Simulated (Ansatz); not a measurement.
`C=[CH][GeH]([NH2])[Cl]`, relaxed with RKS PBE0-D4/def2-TZVP in Ansatz 0.2.0 from a PBE-D4/def2-SVP geometry. The force threshold is 0.005 eV/Å; the program also tests the step.

Charge 0, multiplicity 1.

Start:

```xyz
11

C     2.059   -0.162   -0.264
C     0.964   -0.505    0.438
Ge   -0.838   -0.354   -0.271
N    -1.833    0.681    0.877
Cl   -0.628    0.522   -2.294
H     1.977    0.223   -1.296
H     3.073   -0.249    0.162
H     1.060   -0.889    1.470
H    -1.603   -1.686   -0.458
H    -2.808    0.812    0.584
H    -1.424    1.606    1.052
```

| step | energy (eV) | largest force (eV/Å) | largest move (Å) |
| --- | --- | --- | --- |
| 1 | -72690.1785 | 0.633 | 0.000 |
| 2 | -72690.2282 | 0.183 | 0.043 |
| 3 | -72690.2308 | 0.061 | 0.043 |
| 4 | -72690.2325 | 0.035 | 0.028 |
| 5 | -72690.2328 | 0.035 | 0.006 |
| 6 | -72690.2330 | 0.021 | 0.006 |
| 7 | -72690.2330 | 0.006 | 0.005 |
| 8 | -72690.2330 | 0.002 | 0.001 |

End:

```xyz
11

C     2.048   -0.168   -0.260
C     0.961   -0.492    0.428
Ge   -0.829   -0.347   -0.274
N    -1.816    0.685    0.855
Cl   -0.651    0.520   -2.267
H     1.989    0.202   -1.279
H     3.041   -0.259    0.171
H     1.054   -0.858    1.448
H    -1.584   -1.667   -0.472
H    -2.789    0.788    0.605
H    -1.424    1.597    1.044
```

Hardware: 4 threads of an Arm Neoverse V1 on a shared host. Wall time 38 s, peak host memory 0.68 GiB.
